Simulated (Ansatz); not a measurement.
(OH)2Zr(OSiH2)2O (ZrSi₂O₅H₆). The state is a singlet with charge 0. Geometry B3LYP-D4/def2-SVP, basis def2-TZVP, Ansatz.

Cartesian coordinates in Å:
```
Zr 0.904 -0.759 0.884
O 0.414 -2.417 1.745
O 2.699 -0.170 1.282
O 0.593 -0.838 -1.062
Si -0.394 -0.027 -2.127
O -1.290 1.080 -1.260
Si -1.457 1.565 0.326
O -0.413 0.662 1.254
H 0.216 -3.241 2.192
H 3.595 0.091 1.503
H 0.427 0.702 -3.130
H -1.323 -0.980 -2.790
H -1.110 3.008 0.425
H -2.860 1.325 0.756
```

```json
{"run": "A", "HOMO (eV)": "-7.17", "LUMO (eV)": "-1.09"}
{"run": "B", "HOMO (eV)": "-7.68", "LUMO (eV)": "-0.77"}
{"run": "C", "HOMO (eV)": "-6.82", "LUMO (eV)": "-1.36"}
{"run": "D", "HOMO (eV)": "-10.49", "LUMO (eV)": "0.61"}
{"run": "E", "HOMO (eV)": "-8.22", "LUMO (eV)": "-0.50"}
```

In the def2 sets Zr takes a core potential; there is no spin–orbit coupling.

Task: The runs used PBE, PBE0, r2SCAN, r2SCANh, ωB97M-V. Estimate which is which.

Result: A r2SCAN (0 % exact exchange); B r2SCANh (10 % exact exchange); C PBE (0 % exact exchange); D ωB97M-V (range-separated); E PBE0 (25 % exact exchange). Exact exchange lowers occupied and raises empty levels; among semilocal functionals meta-GGAs tend to open the gap a little, and such runs are hard to tell apart. The gap grows from 5.47 eV (PBE) to 11.11 eV (ωB97M-V).
